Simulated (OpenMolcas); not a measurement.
## Ce3+: moving the ligands

Ce3+ with 6 ligands (fluoride) in trigonal antiprismatic coordination (D3d) at 2.32 Å, a polar angle of 58.0° against the regular 54.74°. A charge of +0.5 e stands 2.4 Å behind each ligand. Ligand basis ANO-RCC-VDZP.

* Program: OpenMolcas
* Method: CASSCF
* Basis: ANO-RCC-VTZP [8s7p5d3f2g1h]
* Scalar Hamiltonian: DKH2, point nucleus
* Active space: 1 electron in 7 orbitals (4f)
* State averaging: 2S+1 = 2 odd, 7 roots
* Spin-orbit coupling: state interaction with AMFI integrals over the reference wave functions

Runs around this geometry, states (labels of D3, the rotations of D3d). Energies in cm-1 above the lowest state or level, χT in cm3 K/mol.

```
R (Å)  Ground state  First state of that spin  First gap with spin-orbit (degeneracies)  Width of lowest J  χT at 300 K
 2.23           2A2                  2E 690.8                               1068 (2, 2)               1284        0.371
 2.32           2A2                  2E 518.1                              850.4 (2, 2)               1059        0.440
 2.44           2A2                  2E 368.3                              639.2 (2, 2)                830        0.530
```

Taking the width of the lowest J multiplet as R^-n, n = -ln(830 / 1284) / ln(2.44 / 2.23) = 4.8 between the shortest and longest distance.

No measured value stands beside these numbers; the geometry is a model, was not optimised and need not be the one that this ion takes.
